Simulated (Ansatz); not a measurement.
Reactions of `CC1O[SiH2]1`.

Computed with Ansatz on PBE0-D4/def2-TZVP structures; ΔE is electronic, products minus reactants. CBS: MP2 limit from def2 TZ/QZ plus the TZ coupled-cluster correction, frozen cores. This one scheme is used for every species, atoms too. Functionals use def2-TZVPP. Open shells (•) are unrestricted, without spin–orbit coupling. Spin–orbit coupling would lower the free atoms: a little for C, O, Si. Elements past krypton have def2 core potentials. Bonds to Te are less sure, by a few kJ/mol each and by 10 to 20 or more in all where they break to atoms, as the def2 sets lack core-valence functions. One conformer a species, not always the lowest.

| reaction | CCSD(T)/CBS(def2) (kcal/mol) |
| --- | --- |
| `CC1O[SiH2]1` + `FC1OC1(F)F` → `C[C@H]1O[Si@H]1F` + `F[C@@H]1O[C@H]1F` | ? |
| `CC1O[SiH2]1` → `CC[Si]O` | -19.0 |
| `CC1O[SiH2]1` → 2 C• + 6 H• + O• + Si• | 884.8 |
| `CC1O[SiH2]1` → `CC(=O)[SiH3]` | 2.9 |
| `CC1O[SiH2]1` → `C1C[SiH2]O1` | ? |
| `CC1O[SiH2]1` → `C[SiH2]C=O` | ? |
| `CC1O[SiH2]1` + H₂Te → `[TeH]C1O[SiH2]1` + CH₄ | -2.5 |
| `CC1O[SiH2]1` → `CO[Si]C` | -8.1 |
| `CC1O[SiH2]1` + `CBO` → `CBOC1O[SiH2]1` + CH₄ | 7.0 |
| `CC1O[SiH2]1` → `O/C=C/[SiH3]` | 3.9 |

Question: Fill in the missing values. (Best estimate.)

Answer: The calculation gave: `CC1O[SiH2]1` + `FC1OC1(F)F` → `C[C@H]1O[Si@H]1F` + `F[C@@H]1O[C@H]1F`: -49.1 kcal/mol; `CC1O[SiH2]1` → `C1C[SiH2]O1`: -18.3 kcal/mol; `CC1O[SiH2]1` → `C[SiH2]C=O`: -0.3 kcal/mol.

Largest T1 diagnostic: 0.015, for `CC(=O)[SiH3]`.
